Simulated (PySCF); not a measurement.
Spectra and structures to be paired. Theory: PySCF 2.14.0, density-fitted response routines, TDDFT wB97X-D/def2-SVPD, vertical, gas phase, core orbitals frozen in the response. Geometries: GFN2-xTB; one conformer of each isolated species. Triplets are in the Tamm–Dancoff approximation.

A. `C=PC(F)(F)F`
B. `O=C(O)[C@@H]1C=C(F)C[SiH2]1`
C. `FCC#C[SiH]1OCCO1`
D. `C[C@@]1(F)C=CO[SiH2]C1=O`
E. `C(C)(=O)c1pcoc1C`

Lowest singlet levels (six at most, fewer where fewer were computed) with oscillator strengths:

1. 301 nm (f 0.000); 242 nm (f 0.089); 230 nm (f 0.025); 210 nm (f 0.013); 208 nm (f 0.180); 200 nm (f 0.001); T1 3.28 eV
2. 216 nm (f 0.000); 201 nm (f 0.001); 195 nm (f 0.001); 174 nm (f 0.031); 171 nm (f 0.017); 170 nm (f 0.002); T1 4.98 eV
3. 377 nm (f 0.002); 240 nm (f 0.040); 214 nm (f 0.005); 188 nm (f 0.008); 184 nm (f 0.115); 178 nm (f 0.021); T1 2.71 eV
4. 255 nm (f 0.008); 216 nm (f 0.192); 186 nm (f 0.003); 178 nm (f 0.001); 154 nm (f 0.250); 148 nm (f 0.121); T1 2.93 eV
5. 216 nm (f 0.002); 182 nm (f 0.056); 180 nm (f 0.007); 174 nm (f 0.036); 168 nm (f 0.071); 160 nm (f 0.129); T1 4.55 eV

Question: Match each spectrum to its molecule.

Answer: 1 = E, 2 = C, 3 = D, 4 = A, 5 = B.
- A: S1 at 4.86 eV, HOMO-1→LUMO (99%); Löwdin shares by element: HOMO carbon 43% or more, phosphorus 40%, hydrogen 9%; LUMO phosphorus 45%, carbon 43%; HOMO -10.27 and LUMO -0.70 eV; point group Cs.
- B: S1 at 5.74 eV, HOMO→LUMO (38%), HOMO-1→LUMO (25%); Löwdin shares by element: HOMO carbon 53% or more, oxygen 10% or more, fluorine 10% (atoms not listed hold the other 27%); LUMO oxygen 22%, carbon 21% or more, silicon 17% (atoms not listed hold the other 40%); HOMO -9.15 and LUMO 1.46 eV.
- C: S1 at 5.74 eV, HOMO-1→LUMO (54%), HOMO→LUMO (28%); Löwdin shares by element: HOMO oxygen 44%, carbon 20% or more (atoms not listed hold the other 36%); LUMO carbon 59% or more, silicon 17% (atoms not listed hold the other 24%); HOMO -9.91 and LUMO 1.05 eV.
- D: S1 at 3.29 eV, HOMO→LUMO (84%), HOMO-1→LUMO (11%); Löwdin shares by element: HOMO oxygen 42%, carbon 23% or more (atoms not listed hold the other 34%); LUMO carbon 39% or more, oxygen 30% or more, silicon 10% (atoms not listed hold the other 21%); HOMO -8.77 and LUMO 0.11 eV.
- E: S1 at 4.11 eV, HOMO-1→LUMO (75%), HOMO-1→LUMO+1 (19%); Löwdin shares by element: HOMO carbon 58% or more, phosphorus 21% (atoms not listed hold the other 21%); LUMO carbon 30% or more, phosphorus 24%, oxygen 17% or more (atoms not listed hold the other 29%); HOMO -8.81 and LUMO 0.24 eV; point group Cs, 1 of its 6 listed states under f = 0.0005.
B and C have S1 within 0.01 eV of each other; their strongest listed levels stand at 7.73 eV (f 0.129) and 7.13 eV (f 0.031).
